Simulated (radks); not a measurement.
Q: These are the eigenvalues of the occupied orbitals of an atom or ion with whole-number occupations (eV). Method: scalar-relativistic Kohn-Sham, PBE, spin-polarised, spherical densities, finite nucleus; Fermi nuclear charge, rms radius of each element as measured or else 0.836 A^(1/3) + 0.57 fm; computed with a radial shooting solver on a logarithmic mesh with Libxc functionals.

1s down: -7065.095
1s up: -7065.080
2s up: -883.5619
2s down: -880.3620
2p up: -762.2676
2p down: -759.8420
3p up: -118.0754
3p down: -110.9592
3d up: -62.9303
4s up: -37.5488
4s down: -36.1084

Which element is it, and in what charge state? The configuration may be excited. Open shells, if any, are filled with parallel spins first.

A: Z = 26, iron, charge +3: Fe3+ in [Ne] 3p6 3d5 4s2. The list shows which subshells hold electrons but not how many an open one holds; the 1s level, -259.64 hartree, gives Z - s = 22.8 by -(Z - s)^2/2, which with screening and relativity narrows Z to a few neighbours, and the depths of the outer levels then fix element, charge and occupations together.
